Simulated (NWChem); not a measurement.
Molecule: CH$_{3}$ClGeO, singlet; SMILES C[O][Ge][Cl]

```xyz
7

Ge     0.8658    -0.0656     0.0000
Cl    -0.8152    -1.5236     0.0000
O     -0.0258     1.4603     0.0000
C     -1.3925     1.7792     0.0000
H     -2.0282     0.8784     0.0000
H     -1.6293     2.3830     0.8916
H     -1.6293     2.3830    -0.8916
```
Atoms are numbered in this order, from 1.

Computed with NWChem. Low-valent species are run as closed-shell singlets; no triplet was tried in these runs. Coordinates come from a PBE0/def2-SVP optimisation.

Q: What does the run give for PBE0/pcseg-2? Quantities: highest occupied level (eV); orbital gap (eV); dipole (D).

A: 
```
Item                         Value
---------------------------  -----
highest occupied level (eV)  -8.04
orbital gap (eV)              5.73
dipole (D)                    1.33
```
